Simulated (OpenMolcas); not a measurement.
# Mn2+: effect of the basis set

```yaml
Program: OpenMolcas
Method: CASSCF
Active_space: 5 electrons in 6 orbitals (3d 4s)
State_averaging: 2S+1 = 6 even, 6 roots; 2S+1 = 4 even, 59 roots kept (CI in the orbitals of an earlier block); 2S+1 = 2 even, 101 roots kept (CI in the orbitals of an earlier block)
Spin-orbit_coupling: RASSI with atomic mean-field integrals over the reference wave functions, term energies averaged over their components
```

A. ANO-R2 [7s4p4d2f1g], X2C, finite nucleus; cost of the order of 70 core-seconds
B. ANO-RCC-VQZP [7s6p4d3f2g1h], DKH2, point nucleus; cost roughly 70 core-seconds
C. ANO-R3 [8s5p5d3f2g1h], X2C, finite nucleus; cost about 60 core-seconds

Energies in cm⁻¹ above 3d⁵ ⁶S_5/2, the measured ground level; measured values from Corliss and Sugar, J. Phys. Chem. Ref. Data 6, 1253 (1977).

```tsv
Level	A	B	C	Measured
3d⁵ ⁶S_5/2	0.0	0.0	0.0	0.0
3d⁵ ⁴G_5/2	34410	34364	34336	26858
3d⁵ ⁴G_7/2	34426	34379	34351	26860
3d⁵ ⁴G_11/2	34429	34382	34355	26824
3d⁵ ⁴G_9/2	34435	34388	34361	26851
3d⁵ ⁴P_5/2	39611	39556	39517	29168
3d⁵ ⁴P_3/2	39653	39597	39560	
3d⁵ ⁴P_1/2	39702	39646	39609	
3d⁵ ⁴D_7/2	42831	42773	42742	32307
3d⁵ ⁴D_1/2	42879	42821	42792	32369
3d⁵ ⁴D_3/2	42916	42859	42829	
3d⁵ ⁴D_5/2	42926	42868	42839	32384
3d⁵ ²I_11/2	49055	48988	48946	39174
3d⁵ ²I_13/2	49091	49024	48983	39176
3d⁴ 4s ⁶D_1/2	50667	50699	50472	62457
3d⁴ 4s ⁶D_3/2	50780	50812	50585	62568
3d⁴ 4s ⁶D_5/2	50965	50996	50771	62748
3d⁴ 4s ⁶D_7/2	51216	51246	51025	62989
3d⁴ 4s ⁶D_9/2	51527	51557	51339	63285
3d⁵ ²D_5/2(1) [73 %]	55303	55227	55170	41238
3d⁵ ²D_3/2(1)	55732	55655	55605	41570
3d⁵ ²F_7/2(1)	56789	56710	56659	42606
3d⁵ ²F_5/2(1) [70 %]	57298	57217	57175	43105
3d⁵ ⁴F_9/2	57695	57616	57573	43573
```

Deviations, from unrounded energies. A percentage is the sum of absolute deviations over the sum of measured energies, with the sign that they share, or ± where signs differ.

```json
{"Against measurement": "mean absolute deviation (cm-1)", "Levels": "20", "A": "11000", "B": "11000", "C": "11000"}
{"Against measurement": "other terms of the ground configuration (%)", "Levels": "15", "A": "+31.1", "B": "+30.9", "C": "+30.8"}
{"Against measurement": "other configurations (%)", "Levels": "5", "A": "-18.8", "B": "-18.7", "C": "-19.1"}
```

A, B, C lie about equally close to measurement. The largest miss of B in the table is 3d⁵ ²F_5/2(1) [70 %], by +14000 cm-1. The ranking rests on the paired levels alone, and a cruder setting can come out closer through cancelling errors.

Among A to C the level of the table that moves most is 3d⁴ 4s ⁶D_1/2, by 230 cm-1 (lowest in C, highest in B).

Without dynamic correlation excited terms often stand tens of per cent too high (terms of higher spin than the ground term too low), and those without a measured partner can miss by more than the paired ones. Terms from blocks run as CI alone lack orbitals of their own. A single d shell beside an s shell can misplace configurations of different d count against each other. Measured partners are found by configuration, term and J. A level has none where our copy of the source lacks it or the pairing is in doubt (some pairs that miss far off the trend of their configuration count as doubtful), and it then counts in no deviation. Only configurations of the active space appear. The table leaves out levels that lie high or whose names do not pair safely across all columns.

A share in square brackets marks a mixed level and gives the weight of the term that names it, the lowest over the columns. A number in round brackets counts repeated terms of one configuration in the order of the reference energies.
